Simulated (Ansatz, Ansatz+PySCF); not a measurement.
```yaml
atoms:
  - { symbol: C, position_ang: [1.4000, 0.0000, 0.0000] }
  - { symbol: C, position_ang: [0.7000, 1.2124, 0.0000] }
  - { symbol: C, position_ang: [-0.7000, 1.2124, 0.0000] }
  - { symbol: C, position_ang: [-1.4000, 0.0000, 0.0000] }
  - { symbol: C, position_ang: [-0.7000, -1.2124, 0.0000] }
  - { symbol: C, position_ang: [0.7000, -1.2124, 0.0000] }
  - { symbol: N, position_ang: [2.7400, 0.0000, 0.0000] }
  - { symbol: H, position_ang: [3.1200, 0.9400, 0.0000] }
  - { symbol: H, position_ang: [1.2425, 2.1521, 0.0000] }
  - { symbol: H, position_ang: [-1.2425, 2.1521, 0.0000] }
  - { symbol: H, position_ang: [-2.4850, 0.0000, 0.0000] }
  - { symbol: H, position_ang: [-1.2425, -2.1521, 0.0000] }
  - { symbol: H, position_ang: [1.2425, -2.1521, 0.0000] }
```

Basis set: def2-SVP (spherical functions). Charge 0, multiplicity 2.

Computed with Ansatz (development build ahead of 0.2.0); each method stands on the lowest determinant of its kind that the runs found. Restricted functionals stand beside restricted open-shell atoms, which can lie above the unrestricted atoms usual in DFT and then raise those values.

The atomization energy at this shape (free ground-state atoms in the same class of orbitals less the molecule, no zero-point energy) of doublet C6H6N:

```json
{"method": "PBE0 (unrestricted)", "atomization energy": "64.21 eV"}
{"method": "PBE0 (restricted open-shell)", "atomization energy": "64.39 eV"}
{"method": "UHF", "atomization energy": "46.85 eV"}
{"method": "ROHF", "atomization energy": "46.80 eV"}
```

Q: What does ωB97X (unrestricted) give?

A: 63.13 eV. Caution for UHF: the unrestricted determinant is spin contaminated. Caution for ROHF: an unrestricted determinant lies well below.

The shape needn't be a minimum at these levels.
